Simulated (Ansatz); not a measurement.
Reaction (cleavage of the B–Si bond): `[SiH3]O[SiH2]BS` + `O[SiH3]` → `[SiH3]OBS` + `[SiH3]O[SiH3]`

Gas-phase electronic energies from Ansatz, PBE0-D4/def2-TZVP geometries. CBS: MP2 limit from def2 TZ/QZ plus the TZ coupled-cluster correction, frozen cores. DFT in def2-TZVPP. B3LYP here is the variant with VWN-RPA as its local correlation; programs differ in this. One conformer a species, not always the lowest.

```csv
level,ΔE (kcal/mol)
ωB97M-V,-30.2
B3LYP,-31.0
```

**Question.** What does CCSD(T)/CBS give? (An estimate is asked.)

**Answer.** Computed: -29.3 kcal/mol. The listed levels differ from it by -0.9, -1.7 kcal/mol.

Largest T1 diagnostic among the species: 0.014.

In def2-TZVPP, CCSD(T) changes the Hartree–Fock value by +6.4 kcal/mol (the triples alone add +0.8 kcal/mol) and MP2 by +5.4 kcal/mol. At CCSD(T), def2-SVP lies −3.4 kcal/mol from the extrapolated value and def2-TZVPP −0.3 kcal/mol.
